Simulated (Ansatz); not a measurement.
Geometry optimisation, RKS PBE0/def2-SVP (Ansatz 0.2.0).

input.yaml

```yaml
crystal:
  periodic: [false, false, false]
  atoms:
    - { symbol: B, position_ang: [0.5068, 1.38918, -0.34378] }
    - { symbol: "N", position_ang: [0.1402, 0.28963, 0.43949] }
    - { symbol: Ga, position_ang: [-0.52837, -1.37715, -0.05939] }
    - { symbol: F, position_ang: [-0.83378, -2.42084, 1.30486] }
    - { symbol: H, position_ang: [0.39761, 1.30304, -1.50852] }
    - { symbol: H, position_ang: [0.90972, 2.36134, 0.17187] }
    - { symbol: H, position_ang: [0.2412, 0.38407, 1.44853] }
    - { symbol: H, position_ang: [-0.83339, -1.92927, -1.45305] }
basis:
  gaussian: { orbitals: def2-SVP }
hamiltonian:
  xc: pbe0
relax:
  f_tol: 0.015
  max_steps: 40
```

Launched with:

```bash
$ ansatz run input.yaml --threads 2 --pin off --max-ram 3072MiB --backend cpu --events-out ev --progress --plain --runs-dir out
```

Q: Where does it end, and by what steps?

A: The run converged. After 7 steps the energy has fallen by 0.073 eV; H8 moved furthest, 0.16 Å.

```json
{"step": "0", "energy less start (eV)": "0.0000", "largest force component (eV/Å)": "1.023", "accepted": "yes"}
{"step": "1", "energy less start (eV)": "-0.0585", "largest force component (eV/Å)": "0.286", "accepted": "yes"}
{"step": "2", "energy less start (eV)": "-0.0689", "largest force component (eV/Å)": "0.058", "accepted": "yes"}
{"step": "3", "energy less start (eV)": "-0.0706", "largest force component (eV/Å)": "0.096", "accepted": "yes"}
{"step": "4", "energy less start (eV)": "-0.0719", "largest force component (eV/Å)": "0.115", "accepted": "yes"}
{"step": "5", "energy less start (eV)": "-0.0726", "largest force component (eV/Å)": "0.057", "accepted": "yes"}
{"step": "6", "energy less start (eV)": "-0.0728", "largest force component (eV/Å)": "0.018", "accepted": "yes"}
{"step": "7", "energy less start (eV)": "-0.0729", "largest force component (eV/Å)": "0.007", "accepted": "yes"}
```

```xyz
8
Properties=species:S:1:pos:R:3
B 0.484 1.329 -0.337
N 0.139 0.277 0.524
Ga -0.515 -1.341 -0.057
F -0.838 -2.430 1.280
H 0.346 1.173 -1.533
H 0.911 2.372 0.106
H 0.257 0.412 1.525
H -0.784 -1.791 -1.509
```

Whether the end is a true minimum wasn't checked by a vibrational analysis.

Run time: 22 s on 2 threads of Arm Neoverse V1 (shared host), peak memory 0.2 GiB.
